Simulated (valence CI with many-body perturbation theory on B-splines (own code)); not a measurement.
# Hg XXXIX in brief

Method: relativistic CI+MBPT: six valence electrons over a frozen Dirac-Fock core [Kr], radial functions for each j: 7 s, 7 p, 8 d, 6 f, 4 g, 1 h, with the one-electron correlation potential Σ1, the two-electron term Σ2, the three-electron term Σ3, Breit, model QED; selected CI, second order for the rest, scaled by the run's own slope (own B-spline code, finite nucleus).

No measured spectrum was set against this ion. As an estimate, large intervals hold to a few tenths of a per cent, small ones and those within an open d or f shell to about a per cent. Core correlation moves these levels by up to 10000 cm⁻¹, and in measured spectra 5 to 20 % of such shifts remained as error; rates that hang on mixing are uncertain with them. Among the levels kept, up to 720 cm⁻¹ of a level comes from second order outside the variational space, and about a tenth of that is noise between levels of different J, which matters for small intervals. Only levels of the ground parity were solved; by the run's estimate the other parity begins above the list, which can be wrong where configurations are misplaced.

Levels are named by their leading jj configuration (3d3/2^4 stands for four electrons in 3d with j = 3/2), which in mixed levels can hold well under half, so a name can repeat and another be missing.

Rates and lifetimes use the calculated energies. Strong lines usually hold to 10 to 20 %, long lifetimes can be off by a factor of two.

Problem. What is the ground level?

Solution. (4d3/2^4 4d5/2^2) J=4, composition 40 % 4d6 3F + 32 % 4d6 5D + 13 % 4d6 1G, g = 1.252.

Problem. How well does LS coupling describe the low levels?

Solution. Among the lowest 20 levels the leading LS term, summed over configurations, holds 51 % on average. For single configurations the figures are 50 % in LS and 96 % in jj coupling. Terms mix most in the J = 3 level at 429710 cm⁻¹, where the leading one holds 30 %.

Problem. What is the ionisation energy?

Solution. 1782.3 eV; NIST lists 1780 ± 4 eV (theoretical).

Problem. Name the longest-lived excited levels whose lifetime is computed, and their main decay.

Solution. (4d3/2^4 4d5/2^2) J=2 at 24582 cm⁻¹ lives 231 s, mostly by E2 to (4d3/2^4 4d5/2^2) J=4; (4d3/2^4 4d5/2^2) J=0 at 84270 cm⁻¹ lives 763 ms, mostly by E2 to (4d3/2^4 4d5/2^2) J=2; (4d3/2^3 4d5/2^3) J=6 at 225550 cm⁻¹ lives 146 ms, mostly by E2 to (4d3/2^4 4d5/2^2) J=4.
